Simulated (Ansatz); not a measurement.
In₈Sb₇H₂₄⁻, a nanocrystal cut from zinc blende InSb (hydrogen-capped) was relaxed with PBE-D4 (def2-SVP) in Ansatz in these states: charge -1 singlet, neutral doublet. The geometries follow in no particular order.

In the def2 sets In, Sb take a core potential; there is no spin–orbit coupling. Single mean-field runs in def2-SVP are fitted with def2-universal-jkfit.

A:

```xyz
39

Sb    3.932   -1.743    0.309
Sb    0.874   -2.932   -2.344
Sb    2.895    1.682   -1.915
Sb    0.179   -0.177    1.068
Sb   -1.421    3.468   -0.910
Sb   -3.439   -1.148   -1.326
Sb   -3.531    1.350    2.070
In    5.376    0.334   -1.067
In    3.499   -3.958   -1.480
In    2.326   -1.270    2.748
In   -1.043   -2.323   -0.327
In    1.001    2.360    0.102
In   -1.260    0.226    3.596
In   -3.575    4.032    1.021
In   -5.444   -0.265    0.647
H     5.230   -2.401    1.245
H     0.061   -3.822   -3.571
H     0.997   -1.479   -3.254
H     1.990    0.754   -3.043
H     3.067    3.056   -2.938
H    -1.899    2.379   -2.150
H    -0.988    4.747   -1.976
H    -4.002   -2.150   -2.606
H    -2.894    0.125   -2.344
H    -4.430    1.613    3.525
H     6.029   -0.356   -2.522
H     6.041    1.512    0.021
H     4.539   -3.733   -2.854
H     3.033   -5.405   -0.642
H     1.800   -2.822    3.319
H     3.058    0.061    3.588
H    -1.367   -3.684    0.707
H     1.697    3.348    1.353
H    -0.497    1.548    4.422
H    -1.754   -1.336    4.169
H    -2.788    5.167    2.071
H    -5.012    4.195    0.057
H    -5.787   -1.760    1.460
H    -6.494    0.810   -0.227
```

B:

```xyz
39

Sb    0.859   -4.596    0.180
Sb    3.386   -1.253    0.515
Sb   -0.702   -1.923    3.018
Sb   -0.771   -0.643   -1.434
Sb   -2.098    2.325    1.870
Sb    1.987    2.991   -0.640
Sb   -1.886    3.741   -2.085
In   -0.214   -4.816    2.822
In    3.673   -4.178    0.458
In   -0.683   -3.469   -2.040
In    1.894    0.233   -1.442
In   -2.117   -0.421    1.017
In   -2.184    1.081   -3.274
In   -3.263    4.519    0.298
In    0.607    5.143   -2.092
H     0.876   -6.272   -0.246
H     4.893   -0.434    0.707
H     2.761   -0.742    2.036
H     0.782   -1.082    3.242
H    -1.357   -1.447    4.544
H    -0.454    2.666    2.250
H    -2.621    2.328    3.516
H     3.643    3.351   -0.307
H     1.515    2.991    1.015
H    -2.750    4.714   -3.225
H     1.006   -5.200    4.012
H    -1.843   -5.451    2.845
H     4.270   -4.652    2.031
H     4.547   -4.417   -1.037
H     0.322   -3.687   -3.454
H    -2.297   -4.113   -1.848
H     2.757    0.103   -2.960
H    -3.783   -0.958    1.049
H    -3.890    0.717   -3.156
H    -1.273    1.144   -4.765
H    -4.955    4.077    0.281
H    -2.643    6.005    0.978
H     1.409    5.094   -3.645
H     0.597    6.535   -1.035
```

Judge from the bond lengths which geometry belongs to which state (an estimate).

A is the neutral doublet (Sb4–In13 2.937 Å, Sb4–In10 2.937 Å, Sb4–In11 2.837 Å); B is the charge -1 singlet (Sb4–In13 2.891 Å, Sb4–In10 2.891 Å, Sb4–In11 2.805 Å).
